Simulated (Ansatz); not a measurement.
System: dichloro(methoxy)borane, CH$_{3}$BCl$_{2}$O (charge 0, singlet). 
Geometry from a B3LYP-D3(BJ)/def2-TZVP (Ansatz, a program for electronic structure) optimisation:
```xyz
8

B      0.0446     0.1687    -0.0755
Cl     1.1911     1.3242    -0.7458
Cl     0.6274    -1.4195     0.4519
O     -1.2366     0.5251     0.0162
C     -2.2715    -0.3134     0.5397
H     -2.0613    -0.5748     1.5764
H     -2.3585    -1.2245    -0.0517
H     -3.1954     0.2561     0.4811
```

Parts of the frozen-core correlation energy in cc-pVTZ (Ansatz, hartree). Frozen orbitals: 13; correlated occupied orbitals by spin: 15 and 15; virtual: 172 and 172. No spin-orbit coupling. No relativistic terms.

```tsv
term	value
reference (HF)	-1058.38657
MP2 opposite-spin	-0.66121
MP2 same-spin	-0.21941
CCSD correlation	-0.92402
(T)	-0.03844
T1 diagnostic	0.012
largest doubles amplitude	0.023
```
